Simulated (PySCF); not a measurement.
ClFGeH₂O₂. Atoms are numbered in the order given.

```xyz
7

O     -0.4353     1.7782     0.4027
Ge    -0.2003     0.0558     0.1492
O     -1.6852    -0.6244    -0.4738
F      0.2080    -0.6437     1.6823
Cl     1.3936    -0.4255    -1.1850
H      0.2756     2.1915     0.9131
H     -2.4658    -0.1790    -0.1128
```

The structure is a stationary point at B3LYP-D3(BJ)/def2-SVP. This is a generated structure with no PubChem entry under its InChIKey; it may be hypothetical. One conformer was computed; it need not be the lowest.

These are CAM-B3LYP/def2-TZVP in PySCF values and carry that method's errors.

The molecule is in vacuum.

| Quantity | Value |
|---|---|
| total energy | -2789.04041 hartree |
| highest occupied level | -11.11 eV |
| lowest empty level | -0.17 eV |
| orbital gap | 10.95 eV |
| dipole moment | 1.95 D |
| quadrupole, principal values (traceless, Buckingham form, about the centre of nuclear charge) | -7.89, 1.18, 6.71 D·Å |
| mean static polarisability | 43.7 bohr³ (6.47 Å³) |
| polarisability, principal values | 37.3, 41.6, 52.2 bohr³ |
